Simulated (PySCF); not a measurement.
## Fractional electron number in Li⁺ (lithium, charge +1)

The 1s beta orbital of 1s2 is emptied in steps (occupation f), with all orbitals relaxed, ending at 1s1. Calculation: PySCF 2.14, in aug-pcseg-2 (5s3p2d, 24 functions); no relativity, point nucleus. The exact energy is a straight line in f; departures are measured from the line between the end points of the same method.

Question: Among UHF, LDA, BHandHLYP, which shows the largest delocalisation error (convex curve), and which is closest to linear?

Answer: Most convex: LDA (-3.601 eV at f = 0.5); closest to linear: UHF (0.293 eV).

```json
{"f": "1", "UHF (eV)": "0.000", "LDA (eV)": "0.000", "BHandHLYP (eV)": "0.000"}
{"f": "0.9", "UHF (eV)": "0.112", "LDA (eV)": "-1.360", "BHandHLYP (eV)": "-0.646"}
{"f": "0.7", "UHF (eV)": "0.253", "LDA (eV)": "-3.114", "BHandHLYP (eV)": "-1.491"}
{"f": "0.5", "UHF (eV)": "0.293", "LDA (eV)": "-3.601", "BHandHLYP (eV)": "-1.759"}
{"f": "0.3", "UHF (eV)": "0.239", "LDA (eV)": "-2.882", "BHandHLYP (eV)": "-1.468"}
{"f": "0.1", "UHF (eV)": "0.100", "LDA (eV)": "-1.107", "BHandHLYP (eV)": "-0.617"}
{"f": "0", "UHF (eV)": "0.000", "LDA (eV)": "0.000", "BHandHLYP (eV)": "0.000"}
```

```json
{"method": "UHF", "E(f=0) − E(f=1) (eV)": "74.821", "−ε at f=1 (eV)": "76.085", "−ε at f=0.5 (eV)": "74.780"}
{"method": "LDA", "E(f=0) − E(f=1) (eV)": "74.841", "−ε at f=1 (eV)": "59.627", "−ε at f=0.5 (eV)": "75.499"}
{"method": "BHandHLYP", "E(f=0) − E(f=1) (eV)": "76.115", "−ε at f=1 (eV)": "68.906", "−ε at f=0.5 (eV)": "76.185"}
```

As f goes to zero the orbital energy of a semilocal functional can turn back, because the density of that orbital vanishes from the exchange-correlation potential.

Reference removal energy between the ground levels: 75.640 eV (theoretical estimate listed by NIST; NIST Atomic Spectra Database, ionization energies). UHF lacks correlation.
